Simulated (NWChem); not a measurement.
Species: bromine (Br₂); SMILES BrBr

All runs: NWChem. Pople sets run with spherical d functions. Coordinates come from a PBE0/def2-SVP optimisation. Level: PBE/6-31G* with SMD (1 M gas to 1 M solution), gas-phase geometry.

```
solvent          dielectric constant  solvation free energy (kcal/mol)  cavity-dispersion-structure term (kcal/mol)
---------------  -------------------  --------------------------------  -------------------------------------------
water                           78.4                              -1.1                                         -0.8
methanol                        32.6                              -3.7                                         -3.5
ethanol                         24.9                              -3.8                                         -3.6
dichloromethane                 8.93                              -4.0                                         -3.8
cyclohexanone                   15.6                              -3.5                                         -3.3
ethyl acetate                   5.99                              -3.8                                         -3.5
```
